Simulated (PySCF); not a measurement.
Species: C₄H₁₀OSSi.
Z-matrix (Å and degrees, GFN2-xTB geometry), rows numbered from 1:
```
C 
C   1  1.5244
Si  2  1.8928  1  112.09
O   3  1.6281  2  106.17  1   -58.81
C   3  1.9174  2  118.81  1    71.43
S   5  1.8395  3   92.87  2   125.16
C   6  1.8367  5   89.05  3    -5.65
H   1  1.0860  2  110.00  3    57.41
H   1  1.0873  2  110.79  3   -62.23
H   1  1.0884  2  110.70  3   177.41
H   2  1.0894  1  108.92  3  -120.41
H   2  1.0898  1  109.41  3   123.19
H   4  0.9555  3  122.35  2  -178.04
H   5  1.0865  3  117.34  2    11.51
H   5  1.0873  3  117.33  2  -120.54
H   7  1.0858  3  117.45  2   -11.45
H   7  1.0868  3  116.96  2   120.35
```

NICS is the negative of the GIAO shielding at a point without a nucleus: at the ring centre (0) and 1 Å above and below it (1); zz is the component along the ring normal. Level: GIAO PBE0/pcSseg-1 (PySCF, non-relativistic, gas phase) on the GFN2-xTB geometry, one conformer.

Ring bond lengths (Å), with Mayer bond orders in brackets: Si3–C5 1.917 (0.81), C5–S6 1.840 (1.00), S6–C7 1.837 (1.00), C7–Si3 1.916 (0.81).

Question: What do the NICS probes read (ppm)?

Answer: 
```tsv
ring	type	NICS(0)	NICS(1), two faces	NICS(1)zz, two faces	rms pucker (Å)	centre to ring atoms, mean (Å)
Si3–C5–S6–C7	4-membered ring with S and Si; formal bonds all single	-2.6	-0.8 / -0.2	4.7 / 5.3	0.04	1.33
```

Question: What do they say, and how far can they be read as aromaticity?

Answer: 
- Si3–C5–S6–C7: mean NICS(1)zz 5.0 ppm, deshielded. Si3, C5, C7 have four or more neighbours, and the NICS criterion for π rings isn't applied.

Question: What field does 7.05 T along the ring normal induce along that normal at the first NICS(1) probe listed for ring Si3–C5–S6–C7, 1 Å off the ring?

Answer: NICSzz × B0 = 4.7 ppm × 7.05 T = 33 μT, along the applied field.

Question: List the ring angles and the Hirshfeld charges of the ring atoms.

Answer: 
- Si3–C5–S6–C7: Si3 84.5° (+0.458 e), C5 92.9° (-0.184 e), S6 89.0° (-0.040 e), C7 93.0° (-0.185 e); sum 359.5° against 360° for a flat convex ring.

Question: How shielded are the nuclei of the rings and their hydrogens (means over atoms taken as equivalent)?

Answer: 
```csv
atoms,environment,σ isotropic (ppm)
Si3,oxygen-bound silicon,332.3
C5 (×2),sp3 carbon bound to sulfur,154.4
S6,sulfide sulfur,591.7
H14 (×2),methylene hydrogen,28.87
H15 (×2),methylene hydrogen,29.12
```
